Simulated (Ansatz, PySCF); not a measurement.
SrCl2, SMILES [Cl][Sr][Cl]. Atoms are numbered in the order given.

```xyz
3

Sr     0.0000     0.0000     0.3837
Cl     0.0000    -2.4920    -0.4288
Cl     0.0000     2.4920    -0.4288
```
Charge 0, spin multiplicity 1.

The structure is a stationary point at B3LYP-D3(BJ)/def2-TZVP. The isomer is the one that the SMILES or the coordinates give; other isomers of the formula were not compared. The def2 effective core potentials stand for the cores of Sr; spin–orbit coupling is left out.

Vertical ionisation energy (IE) and electron affinity (EA) in eV. Rows of orbital energies are one-electron estimates. Where ΔSCF, EOM or ADC give a negative EA the extra electron is unbound and the value depends on the basis.

```csv
level,IE,EA
"−ε(HOMO), −ε(LUMO), B3LYP/def2-TZVPD (PySCF)",7.65,2.52
"−ε(HOMO), −ε(LUMO), PBE/def2-TZVPD (PySCF)",?,?
"ΔSCF, PBE0/def2-TZVPD (Ansatz), final states of multiplicity 2 and 2",9.89,1.07
"ΔSCF, PBE/def2-TZVPD (Ansatz), final states of multiplicity 2 and 2",9.46,1.10
```

Task: Some entries are withheld; supply them. (An estimate is asked for; the answer gives what the named calculation found.)

Result: 
- −ε(HOMO), −ε(LUMO), PBE/def2-TZVPD (PySCF), IE: 6.60
- −ε(HOMO), −ε(LUMO), PBE/def2-TZVPD (PySCF), EA: 2.83

Task: What vertical singlet–triplet gap does ΔSCF give with PBE0/def2-TZVPD (Ansatz, a first-principles code) and with PBE/def2-TZVPD (Ansatz)? (Estimate from the structure and the level; the computed values follow.)

Result: 4.71 and 4.22 eV (triplet above singlet where positive).
